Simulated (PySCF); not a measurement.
Ligands exchanged one at a time, Ge F-H. Isolated molecules, 0 K electronic values unless said otherwise. Strings in code marks are SMILES.

The LUMO from two functionals at the same geometries (r2SCAN-D4/def2-TZVP), both in PySCF: PBE-D3(BJ)/def2-TZVP and r2SCAN-D4/def2-TZVP. 

```json
[
 {"species": "0 of 4 F replaced by H (`[Ge]([F])([F])([F])[F]`)", "r2SCAN-D4/def2-TZVP (eV)": "-2.54"},
 {"species": "1 of 4 F replaced by H (`[F][GeH]([F])[F]`)", "r2SCAN-D4/def2-TZVP (eV)": "-1.17"},
 {"species": "2 of 4 F replaced by H (`[GeH2]([F])[F]`)", "r2SCAN-D4/def2-TZVP (eV)": "-0.51"},
 {"species": "3 of 4 F replaced by H (`[F][GeH3]`)", "r2SCAN-D4/def2-TZVP (eV)": "-0.65"}
]
```

### Question
What does PBE-D3(BJ)/def2-TZVP give for each?

### Answer

- 0 of 4 F replaced by H (`[Ge]([F])([F])([F])[F]`): -2.92
- 1 of 4 F replaced by H (`[F][GeH]([F])[F]`): -1.59
- 2 of 4 F replaced by H (`[GeH2]([F])[F]`): -0.90
- 3 of 4 F replaced by H (`[F][GeH3]`): -1.03
Over these rows, drawn at random from the members with no instability flagged (it was tested for open shells, ions and some series alone), PBE minus r2SCAN-D4: mean -0.39 eV, from -0.42 eV to -0.38 eV.
